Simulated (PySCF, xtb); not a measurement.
In(Me)2(nPr) (C5H13In), SMILES CC[CH2][In]([CH3])[CH3].

GFN2-xTB in xtb at its own geometry gives an orbital gap of 3.48 eV and a dipole moment of 0.21 D.

Geometry: B3LYP-D3(BJ)/def2-SVP. The def2 effective core potentials stand for the cores of In; spin–orbit coupling is left out. The values are those of a single conformer.

What does M06-2X/def2-TZVP run with PySCF give? (Estimate from the structure and the level; the computed values follow.)

gap 7.11 eV (levels -7.68 and -0.57 eV), dipole 0.09 D.
